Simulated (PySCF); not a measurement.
# [Dy(SH)2]+: from a saddle point downhill

PySCF 2.14.0, RKS BP86, Dy lcecp-1-SVP with ECP55, S def2-SVP, H def2-SVP; non-relativistic Hamiltonian with scalar-relativistic core potentials where named; density fitting; no spin-orbit coupling. Relaxed within the symmetry of its start, the geometry (D∞h) is

```xyz
5

Dy    0.0000    0.0000    0.0000
S     0.0000    0.6612    2.3294
H     0.0000    1.0320    3.6357
S     0.0000   -0.6612   -2.3294
H     0.0000   -1.0320   -3.6357
```

and its lowest harmonic modes are -238, -238, -56, -56, 247, 247 cm⁻¹ (negative: unstable). It was moved along the lowest mode and relaxed again, within the group C2v that the move left.

Problem. Where does it end, and how much lower?

Solution. In C2v, 0.833 eV lower, after 28 steps:
```xyz
5

Dy   -0.6983   -1.3058    0.3707
S    -0.0500    0.4668    2.0003
H     0.5094    1.3454    1.1132
S    -0.0500   -0.6537   -1.9472
H     0.5094    0.5599   -1.6540
```

Problem. How do the contacts change?

Solution. 
| contact | saddle (Å) | end (Å) |
| --- | --- | --- |
| Dy1–S2 (SH) | 2.421 | 2.494 |
| Dy1–S4 (SH) | 2.421 | 2.494 |


Problem. Is the end a minimum?

Solution. Yes; lowest modes 95, 150, 178, 283, 343, 360 cm⁻¹.

An lcecp potential fixes the number of 4f electrons, so in runs with it no electron can move into or out of that shell.

State: singlet in the valence, with the 4f electrons in the core potential.
